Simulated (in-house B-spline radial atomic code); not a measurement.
**Ionising Sc⁶⁺ with different functionals**

Computed with a radial B-spline atomic code at the basis-set limit: non-relativistic Hamiltonian, point nucleus, spin-polarised at highest spin, spherical fractional occupations for the functionals, and exact exchange of hybrids averaged over the configuration. The ionisation energy is the difference of two self-consistent energies, [Ne] 3s2 3p3 → [Ne] 3s2 3p2, without Breit or QED terms; ε is the level of the shell that loses the electron (its least bound occupied spin orbital).

```csv
method,rung,ΔSCF (eV),-ε(3p) (eV)
PBE0,global hybrid,136.97,129.20
B3LYP,global hybrid,136.88,128.51
TPSSh,global hybrid,137.17,127.79
M06-2X,global hybrid,136.31,131.56
BHandHLYP,global hybrid,136.82,131.77
r2SCAN0,global hybrid,137.56,129.95
B97-1,global hybrid,136.81,128.55
HSE06,range-separated hybrid,136.94,128.76
wB97X,range-separated hybrid,136.78,131.57
CAM-B3LYP,range-separated hybrid,136.83,130.49
LC-wPBE,range-separated hybrid,136.98,131.90
```

Question: Among the functionals, which spreads more, the ΔSCF values or the orbital energies?

Answer: The orbital energies: ΔSCF values span about 1.25 eV and the orbital energies 4.11 eV.

Question: How do they compare with the NIST value?

Answer: NIST lists 138.0 eV ± 0.25 (semi-empirical, ground level to ground level). Errors run from -1.68 to -0.43 eV; r2SCAN0 is closest (-0.43 eV), but part of that can be cancellation, since the calculations leave out relativity, Breit-QED terms, multiplet and fine-structure energies.
